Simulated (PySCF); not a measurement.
Finite-field polarisability of Ar (argon, neutral)

[Ar], closed-shell 1S. All numbers are calculated (PySCF 2.14, scalar relativity by spin-free X2C-1e, in dyall-acv3z (19s12p6d4f, 113 functions)). Frozen: [Ne]. Energy changes in a uniform field (μhartree):

```json
{"axis": "x", "F (au)": "0.0044", "HF": "-101.523", "MP2": "-104.707", "CCSD": "-104.240", "CCSD(T)": "-104.885"}
{"axis": "x", "F (au)": "0.0088", "HF": "-406.178", "MP2": "-418.932", "CCSD": "-417.061", "CCSD(T)": "-419.645"}
```

(1) Derive α along x at CCSD(T) from the two fields.

(2) And the mean polarisability at each level?

## Answers

(1) With ΔE = −αF²/2 − γF⁴/24, α = −(16 ΔE(F) − ΔE(2F))/(6F²) = 10.83 bohr³.

(2) HF 10.49, MP2 10.82, CCSD 10.77, CCSD(T) 10.83 bohr³. Reference: 11.083 ± 0.007 bohr³ (recommended; Schwerdtfeger and Nagle, table of static dipole polarizabilities (2023 update)).
